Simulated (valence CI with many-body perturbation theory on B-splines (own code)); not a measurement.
Which ion has this spectrum?

A relativistic CI+MBPT calculation for an atom or ion with 32 electrons gives these levels (cm⁻¹):

```tsv
J	Parity	E	g
0	even	0	
1	even	633362	1.50
2	even	666555	1.18
2	even	1324994	1.31
2	odd	1367528	1.58
0	even	1397081	
1	odd	1481173	1.05
2	odd	1811286	0.77
2	odd	1935063	1.51
1	odd	1950237	0.88
3	odd	1985140	1.23
2	odd	2072014	1.29
3	odd	2090223	1.21
0	odd	2094767
```

The energies are calculated, and their last digits are not significant.

Which is it?
A. Yb38+
B. Ta41+
C. Hf40+
D. Lu39+

C. Hf40+, ground level (4s^2 4p1/2^2) J=0.
